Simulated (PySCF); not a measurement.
Input of a run (PBE0-D3(BJ)/def2-SVP geometry optimisation, gas phase (PySCF 2.14.0)), started from GFN2-xTB:
```
{"job": {"xc": "PBE0", "basis": "def2-SVP", "d3": "d3bj", "grid": 1, "shake": 0.01, "kind": "geom"}, "charge": 0, "multiplicity": 1}
C     -1.880540     0.868260     0.660470
N     -1.101020    -0.109070    -0.004330
C     -1.796890    -1.185210    -0.683710
C      0.302790    -0.013270    -0.013810
C      1.049380    -1.099200    -0.471870
C      2.419510    -1.084240    -0.503780
P      3.503610     0.185750    -0.013960
C      2.279530     1.328310     0.465920
Cl     2.854450     2.855220     1.073950
C      0.898270     1.154590     0.445610
H     -1.966520     1.818650     0.084410
H     -1.492090     1.122810     1.651630
H     -2.938850     0.521300     0.778640
H     -1.369070    -1.346210    -1.660320
H     -2.829630    -0.932500    -0.800600
H     -1.721530    -2.104340    -0.099330
H      0.555420    -1.981910    -0.788140
H      2.902640    -1.977920    -0.861260
H      0.299800     1.986060     0.761200
```

Output (energies in Eh, forces in Eh/bohr):
```
step   0  E = -1127.31065383  max force = 0.051629
step   1  E = -1127.31640843  max force = 0.004928
step   2  E = -1127.31658025  max force = 0.001628
step   3  E = -1127.31659547  max force = 0.002256
step   4  E = -1127.31665840  max force = 0.001212
step   5  E = -1127.31673143  max force = 0.000799
step   6  E = -1127.31682225  max force = 0.000659
step   7  E = -1127.31694376  max force = 0.000805
step   8  E = -1127.31706074  max force = 0.000867
step   9  E = -1127.31714303  max force = 0.000643
step  10  E = -1127.31715351  max force = 0.000673
step  11  E = -1127.31717027  max force = 0.000551
step  12  E = -1127.31717646  max force = 0.000385
optimisation converged
```

Q: Summarise the run.

A: The energy falls by 0.177 eV over 13 energy and gradient evaluations, the largest force component goes from 0.0516 to 3.8e-04 Eh/bohr, and the atoms move by 0.191 Å rms after alignment. The bond that changes most is N2–C4 (aniline-type nitrogen to aromatic carbon bearing nitrogen), which shortens by 0.036 Å. Bonds longer at the end by more than 0.005 Å: 12 of 19; shorter: 5. Among the angles that change most is H11–C1–H13, from 104.2° to 107.7°. Among the dihedrals that turn most is H11–C1–N2–C4, from 77° to 60°. The energy never rose by more than 1e-6 Eh on the way. The first step brought 88 % of the lowering.

Q: What are the final bond lengths?

A: C1–N2 1.441 Å, N2–C3 1.440 Å, N2–C4 1.371 Å, C4–C5 1.416 Å, C5–C6 1.383 Å, C6–P7 1.741 Å, P7–C8 1.753 Å, C8–Cl9 1.745 Å, C8–C10 1.384 Å, C4–C10 1.415 Å, C1–H11 1.105 Å, C1–H12 1.104 Å, C1–H13 1.096 Å, C3–H14 1.105 Å, C3–H15 1.096 Å, C3–H16 1.105 Å, C5–H17 1.091 Å, C6–H18 1.096 Å, C10–H19 1.090 Å. Numbering counts from 1 in the input's order; the species is `CN(C)c1ccpc(Cl)c1`.

The run used 193 basis functions and 88 SCF cycles in all. Hardware: an Arm Neoverse V2 with one thread, no GPU, on a shared host. Cost: 4.1 min wall, 0.88 GiB resident at most.

No frequency check.
